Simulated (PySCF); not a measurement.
Species: C₄H₄BFO.
SMILES: `FBc1ccoc1`

Jobs on this species (11 atoms, 50 electrons) with PySCF (density fitting). Hardware of each: an Arm Neoverse V1 with one thread, no GPU, on a shared host. Times come from a shared host and carry two figures at best. Peak memory is the resident size of the whole Python process, interpreter and libraries included.

```json
{"level and settings": "PBE0-D3(BJ)/def2-SVP, grid level 1", "work": "geometry optimisation from a GFN2-xTB start shaken at random", "basis functions": "118", "SCF cycles": "?", "wall time": "?", "peak memory": "?"}
{"level and settings": "delta-SCF UKS SCAN, pcX-1 on the ionised atom, pcseg-1 elsewhere, spin-free X2C", "work": "ΔSCF core ionisation, 7 holes", "basis functions": "128", "SCF cycles": "?", "wall time": "?", "peak memory": "?"}
{"level and settings": "delta-SCF UKS PBE, pcX-2 on the ionised atom, pcseg-1 elsewhere, spin-free X2C", "work": "ΔSCF core ionisation, 7 holes", "basis functions": "149", "SCF cycles": "?", "wall time": "?", "peak memory": "?"}
{"level and settings": "delta-SCF UKS SCAN, def2-TZVP on the ionised atom, pcseg-1 elsewhere, spin-free X2C", "work": "ΔSCF core ionisation, 7 holes", "basis functions": "135", "SCF cycles": "142", "wall time": "48 s", "peak memory": "0.56 GiB"}
{"level and settings": "delta-SCF UKS PBE0, pcX-2 on the ionised atom, pcseg-1 elsewhere, spin-free X2C", "work": "ΔSCF core ionisation, 7 holes", "basis functions": "149", "SCF cycles": "121", "wall time": "57 s", "peak memory": "0.56 GiB"}
{"level and settings": "delta-SCF UKS SCAN, pcX-2 on the ionised atom, pcseg-1 elsewhere, spin-free X2C", "work": "ΔSCF core ionisation, 7 holes", "basis functions": "149", "SCF cycles": "141", "wall time": "51 s", "peak memory": "0.54 GiB"}
{"level and settings": "delta-SCF UKS HF, pcX-2 on the ionised atom, pcseg-1 elsewhere, spin-free X2C", "work": "ΔSCF core ionisation, 7 holes", "basis functions": "149", "SCF cycles": "148", "wall time": "43 s", "peak memory": "0.56 GiB"}
{"level and settings": "delta-SCF UKS B3LYP, pcX-2 on the ionised atom, pcseg-1 elsewhere, spin-free X2C", "work": "ΔSCF core ionisation, 7 holes", "basis functions": "149", "SCF cycles": "122", "wall time": "59 s", "peak memory": "0.64 GiB"}
{"level and settings": "delta-SCF UKS SCAN, pcX-2 on the ionised atom, pcseg-1 elsewhere, non-relativistic", "work": "ΔSCF core ionisation, 7 holes", "basis functions": "149", "SCF cycles": "141", "wall time": "50 s", "peak memory": "0.56 GiB"}
```

Question: Fill in the missing figures.

Answer: 
- PBE0-D3(BJ)/def2-SVP, grid level 1; geometry optimisation from a GFN2-xTB start shaken at random: 36 s, 0.51 GiB, 48 SCF cycles
- delta-SCF UKS SCAN, pcX-1 on the ionised atom, pcseg-1 elsewhere, spin-free X2C; ΔSCF core ionisation, 7 holes: 42 s, 0.56 GiB, 137 SCF cycles
- delta-SCF UKS PBE, pcX-2 on the ionised atom, pcseg-1 elsewhere, spin-free X2C; ΔSCF core ionisation, 7 holes: 30 s, 0.56 GiB, 129 SCF cycles

Question: What do all jobs in the table cost together?

Answer: About 6.9 min; the longest takes about 14 % of that, and about 2 times as long as the shortest.
